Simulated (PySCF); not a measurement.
Fine-structure interval of Eu⁴⁴⁺ by level of theory

Eu⁴⁴⁺ [Ar] 3d1 [3d3/2^1, M_J = 3/2] → Eu⁴⁴⁺ [Ar] 3d1 [3d5/2^1, M_J = 5/2], as a difference of total energies. All numbers are calculated (PySCF 2.14, the two-component X2C-1e Hamiltonian, in an even-tempered Gaussian basis (16 s from 10 bohr⁻², ratio 2.8; 12 p from 13 bohr⁻², ratio 2.8; 8 d from 13 bohr⁻², ratio 2.8; 3 f from 40 bohr⁻², ratio 3)). Correlated levels: [Ne] frozen; the 74 highest virtual spinors dropped. "Screened" scales the spin-orbit matrix elements by Boettger's factors to mimic the two-electron term; Breit and QED terms are absent.

| method | fine-structure interval (cm⁻¹) |
| --- | --- |
| GHF (screened spin-orbit) | 291520 |
| GMP2 (screened spin-orbit) | 291780 |
| GHF (bare spin-orbit) | 346910 |
